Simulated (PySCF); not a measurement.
Electron correlation in Ge (germanium, neutral)

Starting occupation: [Ar] 3d10 4s2 4p2, 4p1/2 with m_j = -1/2, +1/2. Calculation: PySCF 2.14, in x2c-TZVPPall-2c with one added diffuse shell each of s, p, d type (7s8p5d1f, 63 functions); X2C-1e with screened-nucleus spin-orbit coupling, Gaussian nucleus. Frozen: [Ar]; 14 electrons correlated; the 6 highest virtual spinors left out.

MP2 pair energies summed by pair of shells (mhartree):

```json
{"pair": "3d-3d", "energy": "-110.65", "share (%)": "58.0"}
{"pair": "4p-4s", "energy": "-31.68", "share (%)": "16.6"}
{"pair": "3d-4s", "energy": "-17.45", "share (%)": "9.2"}
{"pair": "4s-4s", "energy": "-15.20", "share (%)": "8.0"}
{"pair": "3d-4p", "energy": "-10.81", "share (%)": "5.7"}
{"pair": "4p-4p", "energy": "-4.90", "share (%)": "2.6"}
```

Total MP2 correlation energy: -190.68 mhartree.

```
  level  correlation energy (mhartree)
   CCSD                        -196.12
    (T)                          -6.81
CCSD(T)                        -202.93
```

Diagnostics: T1 = 0.016, largest double amplitude 0.055.

Q: Is a single reference adequate?

A: Yes: T1 lies below 0.03 and no double amplitude reaches 0.07.

The GHF reference relaxed away from the jj start to a determinant that is no pure jj level (⟨S²⟩ = 1.99, ⟨J²⟩ = 1.72); the energies belong to that determinant.

This basis was not built for core-valence correlation, so the inner-shell part is incomplete.
